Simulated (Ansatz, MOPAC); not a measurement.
Molecule: CsLi, charge 0, multiplicity 1. SMILES: [Li][Cs]

Atoms: Li1, Cs2. Bonds: Li1-Cs2.

Bond lengths (Å) and angles (degrees) optimised at AM1 with MOPAC; HF/3-21G with Ansatz (a quantum-chemistry and plane-wave program); B3LYP/6-31G* with LANL2DZ past Ar with Ansatz, each started from the B3LYP-D3(BJ)/def2-TZVP structure (Ansatz) of the last column. A row stands for all coordinates that are equal there. 6-31G* holds six Cartesian d functions.

| coordinate | AM1 | HF/3-21G | B3LYP/6-31G* with LANL2DZ past Ar | B3LYP-D3(BJ)/def2-TZVP |
|---|---|---|---|---|
| Li1-Cs2 | 3.006 | 4.019 | 3.779 | 3.747 |

Mean signed difference of all 1 bond lengths from B3LYP-D3(BJ)/def2-TZVP: AM1 -0.741 Å, HF/3-21G 0.272 Å, B3LYP/6-31G* with LANL2DZ past Ar 0.032 Å.
